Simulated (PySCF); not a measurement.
PBE0 on Hf⁻ (hafnium, charge -1), [Xe] 4f14 5d3 6s2, high-spin 4F determinant. Computed with PySCF 2.14 in aug-cc-pwCVTZ-PP with ECP60MDF (8s8p7d4f3g, 122 functions), with scalar relativity through the core potential.

```
cycle= 1 E= -48.4212779030371  delta_E= -0.0132  |g|= 0.0328  |ddm|= 1.08
cycle= 2 E= -48.4216038236811  delta_E= -0.000326  |g|= 0.0621  |ddm|= 0.312
cycle= 3 E= -48.4253627684449  delta_E= -0.00376  |g|= 0.0101  |ddm|= 0.15
cycle= 4 E= -48.4258427250964  delta_E= -0.00048  |g|= 0.0057  |ddm|= 0.159
cycle= 5 E= -48.4258936119676  delta_E= -5.09e-05  |g|= 0.00116  |ddm|= 0.0243
cycle= 6 E= -48.4258981374612  delta_E= -4.53e-06  |g|= 0.000205  |ddm|= 0.0118
cycle= 7 E= -48.4258982117193  delta_E= -7.43e-08  |g|= 1.63e-05  |ddm|= 0.00145
cycle= 8 E= -48.4258982122343  delta_E= -5.15e-10  |g|= 2.84e-06  |ddm|= 0.000141
converged SCF energy = -48.4258982122343  <S^2> = 3.7685023  2S+1 = 4.0092405
```

Highest occupied orbital energy: 1.254 eV; ⟨L²⟩ = 12.02; populations by l: s 4.00, p 6.00, d 3.00, f 0.00.

(1) Can this result be used?

Results:

(1) With care. The run converged. Energies and moments cover only the electrons outside the core potential. Spin-orbit coupling, absent here, splits the open shell strongly. The configuration of this anion was assumed by filling the next shell in order. It is not the known or likely ground configuration (Ca⁻, Sr⁻ and Ba⁻, for instance, bind a p electron), so these values are not the electron affinity of the element. At PBE0 the highest occupied level has a positive energy, so only the finite basis holds that electron.
